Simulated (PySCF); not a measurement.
Fill in the blanks.

Species: [InH4]- (charge -1).
SMILES: `[InH4-]`

```tsv
property	level	value
point group	PBE0-D3(BJ)/def2-SVP	Td
rotational constants A, B, C	PBE0-D3(BJ)/def2-SVP	58.662, 58.618, 58.528 GHz
HOMO energy	KT2/pcSseg-1 (def2-TZVP on In)	?
LUMO energy	KT2/pcSseg-1 (def2-TZVP on In)	?
1H chemical shifts (computed TMS as zero) by class	GIAO KT2/pcSseg-1 (def2-TZVP on In)	?
```

Electronic properties: PySCF, gas phase, density fitting. Geometry: PBE0-D3(BJ)/def2-SVP; no solvent, vibrations or thermal averaging. Atoms past krypton carry effective core potentials; spin–orbit coupling is left out. Atoms bound to In lack the heavy atom's spin–orbit term in their shielding, so their NMR values are less reliable. No diffuse functions stand in pcSseg-1 (def2-TZVP on In), which bears on an anion's orbital energies.

(1) The LUMO energy?

(2) Give the HOMO energy.

(3) Give the 1H chemical shifts (computed TMS as zero) by class.

Answers

(1) 4.65 eV.

(2) -1.18 eV.

(3) 3.58 (4 H) ppm.

The rotational constants are those of a spherical top; the small spread among constants that symmetry makes equal is optimisation noise. With B = h/(8π²I), that is 505.379 GHz u Å² over I, the principal moments of inertia are 8.6, 8.6 and 8.6 u Å² (most abundant isotopes); the inertial defect Ic − Ia − Ib is -8.6 u Å² (zero for a rigid planar frame, negative otherwise).

For the NMR shielding job (KT2/pcSseg-1 (def2-TZVP on In)), hardware: one thread, x86-64 server, shared host. Cost: 1.8 s of wall time.
